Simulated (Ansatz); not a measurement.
One geometry of the cluster H₂Au₂, several levels of theory.

```yaml
crystal:
  periodic: [false, false, false]
  atoms:
    - {symbol: Au, position_ang: [0.323304, 0.608967, 0.084687]}
    - {symbol: Au, position_ang: [-1.649974, -1.205501, 0.379183]}
    - {symbol: H, position_ang: [-0.191107, -1.033784, -0.337459]}
    - {symbol: H, position_ang: [1.517776, 1.630328, -0.126411]}
basis:
  gaussian: {orbitals: def2-SVP, initial_orbitals: start.molden}
hamiltonian: {xc: pbe0, dispersion: d4}
scf: {omitted_lower_state_checks: [starts]}
output: {orbitals: {seedname: orbitals}}
```

The file start.molden holds the orbitals of an earlier run on this structure, at another level or in another basis.

```sh
$ ansatz run in.yaml --threads 4 --pin off --events-out ev --progress --plain --max-ram 3916MiB
```

Output, abridged:

```
Functional definition: PBE0
840 factors; their error is unknown
mean field evaluation 1: about -7418.6173 eV, gradient 5.8e0 eV
mean field evaluation 2: about -7418.6600 eV, gradient 4.6e-2 eV
mean field evaluation 4: about -7418.8992 eV, gradient 1.7e-4 eV
mean field evaluation 8: about -7418.8992 eV, gradient 1.3e-5 eV
mean field -7418.89920411 eV, -272.6395170406 hartree, gradient 1.3e-5 eV, S^2 0.000000; 0 other end points of the search recorded, 0 dependent functions left out
reference -7418.89923594 eV, -272.6395182103 hartree; 20, 20 occupied and 54, 54 virtual orbitals, 840 factors
Total energy: -7418.97226414 eV, -272.6422019469 hartree
Checks for a lower state left out: starts
```

It took 0.7 s on 4 threads of Arm Neoverse V1 on a shared host.

As the first input, with `gaussian: {orbitals: def2-TZVPD, initial_orbitals: start.molden}`, `hamiltonian: {xc: pbe, dispersion: d4}` (abridged; 0.85 s):

```
Functional definition: PBE
mean field -7422.17218607 eV, -272.7597969090 hartree, gradient 1.4e-5 eV, S^2 0.000000
Total energy: -7422.25892523 eV, -272.7629845146 hartree
Checks for a lower state left out: starts
```

First input, but with `gaussian: {orbitals: def2-TZVP, initial_orbitals: start.molden}`, `hamiltonian: {xc: {name: wB97M-V}}` (abridged; 3.7 s):

```
Functional definition: wB97M-V
mean field -7414.43139428 eV, -272.4753280579 hartree, gradient 1.8e-5 eV, S^2 0.000000
Total energy: -7414.43144417 eV, -272.4753298913 hartree
Checks for a lower state left out: starts
```

As the first input, with `hamiltonian: {xc: pbe, dispersion: d4}` (abridged; 0.65 s):

```
Functional definition: PBE
mean field -7421.65729843 eV, -272.7408751373 hartree, gradient 1.5e-5 eV, S^2 0.000000
Total energy: -7421.74403855 eV, -272.7440627778 hartree
Checks for a lower state left out: starts
```

The first input with `gaussian: {orbitals: def2-TZVP, initial_orbitals: start.molden}`, `correlation: {method: mp2}` and without the key `hamiltonian` (abridged; 0.5 s):

```
Functional definition: HF
mean field -7366.54160585 eV, -270.7154107937 hartree, gradient 2.8e-6 eV, S^2 0.000000
second order -24.58276656 eV of doubles, -0.00000000 eV of singles
Total energy: -7391.12437241 eV, -271.6188108021 hartree
Checks for a lower state left out: starts
```

The first input with `gaussian: {orbitals: def2-TZVP, initial_orbitals: start.molden}`, `hamiltonian: {xc: r2scan, dispersion: d4}` (abridged; 1.6 s):

```
Functional definition: r2SCAN
mean field -7423.08564721 eV, -272.7933659867 hartree, gradient 2.5e-5 eV, S^2 0.000000
Total energy: -7423.10287353 eV, -272.7939990425 hartree
Checks for a lower state left out: starts
```

First input, but with `gaussian: {orbitals: def2-TZVPD, initial_orbitals: start.molden}` (abridged; 1.1 s):

```
Functional definition: PBE0
mean field -7419.41582689 eV, -272.6585025775 hartree, gradient 7.8e-5 eV, S^2 0.000000
Total energy: -7419.48888608 eV, -272.6611874532 hartree
Checks for a lower state left out: starts
```

Geometry: r2SCAN-D4/def2-TZVP.

In the def2 sets Au takes a core potential; there is no spin–orbit coupling. Correlated methods freeze no core orbitals; core or outer-core shells of Au are correlated, in sets that lack core-valence functions. The structure comes from a short search, and lower isomers may exist.
